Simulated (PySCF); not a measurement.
A GIAO shielding run with PySCF 2.14 (density fitting, non-relativistic, gas phase) on SMILES [C@@H]1(OCF)CC[C@@H]1Cl, C₅H₈ClFO:

```
$ OMP_NUM_THREADS=1 python probes_run.py task.json out

{"job": {"kind": "nmr", "xc": "PBE0", "basis": "pcSseg-1"}, "charge": 0, "multiplicity": 1}
F     -3.005228     0.121324    -0.668332
C     -2.294964    -0.425667     0.380925
O     -1.100283    -0.932044    -0.048239
C     -0.156507     0.028738    -0.461842
C      1.156458    -0.595058    -0.951712
C      1.942462     0.346851    -0.025638
C      0.631579     0.783474     0.641231
Cl     0.406632     0.091595     2.260808
H     -2.888755    -1.258838     0.770079
H     -2.194804     0.380059     1.124410
H     -0.610885     0.723330    -1.178069
H      1.352128    -0.504862    -2.015944
H      1.217358    -1.637913    -0.653827
H      2.656371    -0.132974     0.638433
H      2.431829     1.166329    -0.547657
H      0.449010     1.854600     0.723964
```

Hardware: 1 thread of an Intel Xeon, shared host. The job also computes population analyses, field gradients, ring-centre shieldings.

Task: How large is the calculation?

Result: 72 electrons, 183 basis functions and 970 auxiliary functions.

Task: How long does it take, and how much memory does it need?

Result: 2.5 min of wall time, with 14 SCF cycles and 5 response iterations; peak memory 0.83 GiB. Times on a shared host scatter by some tens of per cent.
